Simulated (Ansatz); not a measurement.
Computed with Ansatz on PBE0-D4/def2-TZVP structures; ΔE is electronic, products minus reactants. CBS: MP2 limit from def2 TZ/QZ plus the TZ coupled-cluster correction, frozen cores. DFT in def2-TZVPP. B3LYP here is the variant with VWN-RPA as its local correlation; programs differ in this. For Ge outer-core shells are correlated without core-valence functions, which leaves a few kJ/mol of doubt a bond. Scalar relativity is left out up to krypton. One conformer a species, not always the lowest.

`[CH3][Ge]([F])([SiH3])[Cl]` + `C[Si](F)(F)C=O` → `O=C[Si](F)(F)[SiH3]` + `[CH3][Ge]([CH3])([F])[Cl]`  (redistribution)

```tsv
level	ΔE (eV)
PBE-D4	0.36
PBE	0.36
r2SCAN	0.40
B3LYP	0.39
HF/def2-TZVPP	0.37
MP2/def2-TZVPP	0.35
SCS-MP2/def2-TZVPP	0.35
HF/CBS(def2)	0.37
```

(1) What does CCSD(T)/CBS give? (Best estimate.)

Largest T1 diagnostic among the species: 0.014.

Answers

(1) Computed: +0.36 eV. The listed levels differ from it by 0.00, 0.00, 0.04, 0.03, 0.01, -0.01, -0.01, 0.01 eV.
